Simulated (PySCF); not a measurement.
Run record: excited-state job, `FC(F)(Cl)C1=CC=CC1`.

Computed with TDDFT PBE0/def2-SVPD, vertical, gas phase, core orbitals frozen in the response (PySCF 2.14.0, density-fitted response routines). Geometry: GFN2-xTB. A driver script takes a list of jobs; this job's settings line and coordinates (Å) are shown.

Command:
```bash
OMP_NUM_THREADS=1 python probes_run.py task.json out
```

Input:
```
{"job": {"kind": "uv", "xc": "PBE0", "basis": "def2-SVPD", "nstates": 8, "ntriplets": 3}, "charge": 0, "multiplicity": 1}
F     -2.279081     0.947165     1.114259
C     -1.774646    -0.240045     0.716644
F     -1.927781    -1.074881     1.758018
Cl    -2.848392    -0.840097    -0.617235
C     -0.375604    -0.138177     0.256717
C      0.647649    -0.965372     0.543809
C      1.831719    -0.495588    -0.134116
C      1.533225     0.606765    -0.837991
C      0.093228     0.944783    -0.661961
H      0.608277    -1.831653     1.178143
H      2.788527    -0.978415    -0.061525
H      2.196812     1.192659    -1.445662
H     -0.449927     0.937515    -1.608802
H     -0.044684     1.934868    -0.222464
```

**Question.** Give the output.

**Answer.** 
```
coarse grid: 13416 points
cycle   1  E = -890.2245734717  dE =  1.510e+00  |g| = 7.829e-01  |ddm| = 1.007e+01
cycle   2  E = -890.0501213843  dE =  1.745e-01  |g| = 1.258e+00  |ddm| = 4.664e+00
cycle   3  E = -890.3473022042  dE = -2.972e-01  |g| = 1.204e-01  |ddm| = 3.436e+00
cycle   4  E = -890.3500379351  dE = -2.736e-03  |g| = 6.702e-02  |ddm| = 5.070e-01
cycle   5  E = -890.3511446804  dE = -1.107e-03  |g| = 1.196e-02  |ddm| = 1.667e-01
cycle   6  E = -890.3511771529  dE = -3.247e-05  |g| = 3.812e-03  |ddm| = 5.257e-02
cycle   7  E = -890.3511804670  dE = -3.314e-06  |g| = 1.007e-03  |ddm| = 1.222e-02
final grid: 129064 points
cycle   8  E = -890.4564987915  dE = -3.738e-05  |g| = 8.089e-03  |ddm| = 2.670e-01
cycle   9  E = -890.4564885411  dE =  1.025e-05  |g| = 1.097e-02  |ddm| = 5.366e-02
cycle  10  E = -890.4565141094  dE = -2.557e-05  |g| = 1.023e-03  |ddm| = 2.482e-02
cycle  11  E = -890.4565143125  dE = -2.032e-07  |g| = 3.556e-04  |ddm| = 2.490e-03
cycle  12  E = -890.4565143422  dE = -2.962e-08  |g| = 1.135e-04  |ddm| = 1.087e-03
cycle  13  E = -890.4565143450  dE = -2.869e-09  |g| = 3.388e-05  |ddm| = 4.257e-04
cycle  14  E = -890.4565143453  dE = -2.572e-10  |g| = 9.143e-06  |ddm| = 1.012e-04
converged SCF energy = -890.4565143453

Static polarisability (au): isotropic 84.047, principal 65.545 82.504 104.092

Singlet excitations
state   eV       nm        f      main configurations
  1   4.7820    259.3   0.17819   H->L 0.98
  2   6.2574    198.1   0.00691   H->L+1 0.86, H-1->L 0.08
  3   6.4973    190.8   0.01894   H-1->L 0.69, H-2->L 0.11
  4   6.5743    188.6   0.00773   H-2->L 0.82
  5   6.6057    187.7   0.00404   H->L+2 0.94
  6   6.8179    181.9   0.03033   H-3->L 0.65, H->L+5 0.14, H->L+3 0.12
  7   7.3793    168.0   0.00353   H->L+4 0.50, H->L+3 0.39, H->L+5 0.08
  8   7.4264    167.0   0.01783   H->L+4 0.45, H->L+3 0.24, H->L+5 0.20

Triplet excitations (Tamm-Dancoff, eV): 2.8847 4.8827 5.8608
```

The SCF starts on a coarse grid where the log names one; the energy can jump when the final grid takes over, and dE then counts from the start density on the new grid. H and L stand for HOMO and LUMO; the number after each pair is its weight.

**Question.** Give the mean polarisability as a volume in Å³, and the ratio of the largest to the smallest principal value.

**Answer.** 84.047 au × 0.148185 = 12.45 Å³; 104.092/65.545 = 1.59.

**Question.** How does the lowest singlet excitation compare with the HOMO–LUMO gap?

**Answer.** HOMO -7.05 eV and LUMO -1.61 eV give a gap of 5.44 eV; S1 at 4.78 eV lies 0.66 eV below it.

Summary of the converged run: HOMO -7.05 eV, LUMO -1.61 eV; lowest singlet 4.78 eV; lowest triplet 2.88 eV (Tamm–Dancoff); mean polarisability 84.0 au.

Hardware: Intel Xeon at 2.60 GHz, one thread (shared host). Cost: 50 s (grids of density and orbitals included), 0.88 GiB resident at most.

One conformer stands for the species.
Labels such as C1 count atoms from 1, the log's own numbers from 0.
